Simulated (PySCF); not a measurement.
PySCF input file for H4SSiTe, SMILES [SiH3][Te]S, C-PCM-PBE0/def2-SVP. The structure is a stationary point at r2SCAN-D4/def2-SVP. The def2 effective core potentials stand for the cores of Te; spin–orbit coupling is left out. The values are those of a single conformer.

```python
import numpy as np
from pyscf import gto, scf, dft
from pyscf.solvent import pcm

mol = gto.M(
    atom='''
    Te    0.06736382    0.16242610    0.67127208
    S    -1.70225077    0.60800334   -0.95703041
    H    -1.18130941    1.76535585   -1.42925347
    Si    1.41697569   -1.12856157   -1.01299452
    H     2.64786217   -1.60602332   -0.31181335
    H     1.79617313   -0.24301280   -2.15196317
    H     0.63270789   -2.29066819   -1.51870803
    ''',
    basis='def2-SVP',
    ecp={'Te': 'def2-svp'},
    charge=0,
    spin=0,
    max_memory=1600,
    verbose=3,
)
mf = dft.RKS(mol, xc='pbe0').density_fit(auxbasis='def2-universal-jkfit')
mf.grids.level = 3
mf.conv_tol = 1e-9
mf.max_cycle = 100
mf.kernel()
res = {}
for name, eps in {'water': 78.355, 'methanol': 32.613, 'ethylethanoate': 5.9867}.items():
    s = mf.PCM()
    s.with_solvent.method, s.with_solvent.eps, s.with_solvent.lebedev_order = 'C-PCM', eps, 29
    s.kernel(mf.make_rdm1())
    res[name] = (s.e_tot, eps, s.dip_moment(), s.mo_energy, s.converged)
    print(f'{name}: electrostatic solvation free energy {(s.e_tot - mf.e_tot) * 627.509474:.3f} kcal/mol')
```

Output:

```
converged SCF energy = -957.654065811536

WARN: PCM is an experimental feature. It is still in testing.
Features and APIs may be changed in the future.

converged SCF energy = -957.658200624565
Dipole moment(X, Y, Z, Debye):  1.77265,  0.54477, -0.32705
water: electrostatic solvation free energy -2.595 kcal/mol

WARN: PCM is an experimental feature. It is still in testing.
Features and APIs may be changed in the future.

converged SCF energy = -957.658114031393
Dipole moment(X, Y, Z, Debye):  1.75942,  0.54078, -0.32545
methanol: electrostatic solvation free energy -2.540 kcal/mol

WARN: PCM is an experimental feature. It is still in testing.
Features and APIs may be changed in the future.

converged SCF energy = -957.657471658108
Dipole moment(X, Y, Z, Debye):  1.66448,  0.51215, -0.31380
ethylethanoate: electrostatic solvation free energy -2.137 kcal/mol
```

The calculation finished and met its thresholds.

Cost: roughly 50 core-seconds.
